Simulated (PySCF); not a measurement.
An unknown gives this computed stick spectrum. Theory: TDDFT PBE0/def2-SVPD, vertical, gas phase, core orbitals frozen in the response (PySCF). Geometries: PBE0-D3(BJ)/def2-SVP, one conformer each.

```tsv
state	λ (nm)	f
S1	239.9	0.0030
S2	230.2	0.098
S3	228.8	0.0006
S4	223.1	0.0014
S5	212.3	0.142
S6	189.2	0.0010
S7	183.6	0.027
S8	178.6	0.0034
S9	177.5	0.320
S10	170.3	0.0028
```

Triplets computed (Tamm–Dancoff): 4.13, 4.40, 4.49, 4.93 eV.

Question: Which candidate is it? All have the formula C6H5NO2.
A. `N#CC1=CC[C@@H]1OC=O`
B. `O=COc1cccnc1`
C. `O=COc1ccccn1`

Answer: C. Its S1 lies at 5.17 eV; the nearest of the others has S1 at 4.85 eV. S1 is HOMO-1→LUMO (82%), HOMO-1→LUMO+1 (16%). Löwdin shares by element: HOMO carbon 69% or more (atoms not listed hold the other 31%); LUMO carbon 42% or more, nitrogen 17% (atoms not listed hold the other 41%). At the same level the other candidates give, for their lowest levels:
- `N#CC1=CC[C@@H]1OC=O`: 214 nm (f 0.115); 211 nm (f 0.008); 208 nm (f 0.124); 201 nm (f 0.027); 190 nm (f 0.016); HOMO -8.24, LUMO -1.90 eV
- `O=COc1cccnc1`: 256 nm (f 0.003); 246 nm (f 0.001); 233 nm (f 0.079); 219 nm (f 0.004); 216 nm (f 0.207); T1 4.05 eV; HOMO -7.58, LUMO -1.27 eV

Shape of the structure used: `[O:1]=[CH:2][O:3][c:4]1[cH:5][cH:6][cH:7][cH:8][n:9]1`: O1–C2–O3–C4 0°, C2–O3–C4–C5 4°.
